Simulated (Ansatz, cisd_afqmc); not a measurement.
System: HSeF, charge 0, singlet. HSeF (selenohypofluorous acid, SMILES [SeH]F).
B3LYP-D3(BJ)/def2-TZVP minimum from Ansatz (a quantum-chemistry and plane-wave program):
```
Se
F 1 1.7714
H 1 1.4778 2 94.25
```

Atomisation energy term by term, kcal/mol (programs: Ansatz, cisd_afqmc). Open shells are spin-unrestricted; no spin-orbit coupling. Cores are frozen in correlated methods (noble-gas shells, and filled d and f shells in the p block). No relativity. The Monte Carlo rows (phaseless AFQMC, CISD trial, step 0.005/hartree) carry one-sigma bars that omit the constraint's bias. Outlying blocks are dropped, and bars are widened where a walk drifts. Over all cases where full CI ran beside it in this data, AFQMC minus full CI had a median of +0.1 mEh and passed +0.4 mEh in a tenth of the cases. CBS(X,Y): correlation extrapolated as X^-3, Hartree-Fock from the larger set (Q,5: extrapolated as (X+1)exp(-9√X)). A bracket is a step between two methods taken in the basis named. Where a partner has so few electrons that a lower coupled-cluster level is exact, that level stands in.

```
term                               basis  kcal/mol
------------------  --------------------  --------
Hartree-Fock        CBS(cc-pVQZ,cc-pV5Z)     86.60
CCSD correlation    CBS(cc-pVQZ,cc-pV5Z)     68.44
(T)                 CBS(cc-pVQZ,cc-pV5Z)      5.54
CCSDT(Q) - CCSD(T)               cc-pVQZ      0.20
CCSDTQ - CCSDT(Q)                cc-pVDZ     -0.04
sum: De                                      160.7
```

The step beyond CCSD(T) by other levels: CCSDTQ in cc-pVDZ 0.48; AFQMC/CISD in cc-pVDZ 0.96 ± 0.23; CCSDT(Q) in cc-pVDZ 0.53; CCSDT(Q) in cc-pVTZ 0.24 kcal/mol.
